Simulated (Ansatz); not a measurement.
Species: MoCl (charge 0, sextet). The spin state was set by rule; other spins were not relaxed. 
Coordinates optimised at B3LYP-D3(BJ)/def2-TZVP (Ansatz, a first-principles code):
```xyz
2

Mo     0.0000     0.0000    -0.6622
Cl     0.0000     0.0000     1.6359
```
Charge 0, spin multiplicity 6.

Basis-set convergence of Hartree-Fock and CCSD correlation energies (hartree) with Ansatz. Cores are frozen in the correlated levels unless marked. UHF or UKS for open shells. Spin-orbit coupling is left out. The frozen core is the preceding noble-gas configuration, with the filled d and f shells of earlier blocks. In def2 rows, elements after Kr have scalar-relativistic effective core potentials.

```json
[
 {"basis": "def2-SVP", "functions": "49", "E(HF)": "-526.95128", "E(corr, CCSD)": "-0.21737"},
 {"basis": "def2-TZVPP", "functions": "98", "E(HF)": "-527.13200", "E(corr, CCSD)": "-0.30665"},
 {"basis": "def2-QZVPP", "functions": "151", "E(HF)": "-527.14645", "E(corr, CCSD)": "-0.33164"}
]
```

Extrapolating the two largest sets (X = 3 and 4) as X^-3: E(corr) = (64·(-0.33164) - 27·(-0.30665))/37 = -0.3499 Eh, an estimate of the basis-set limit. The largest set recovers 94.8 % of it, the smallest 62.1 %.
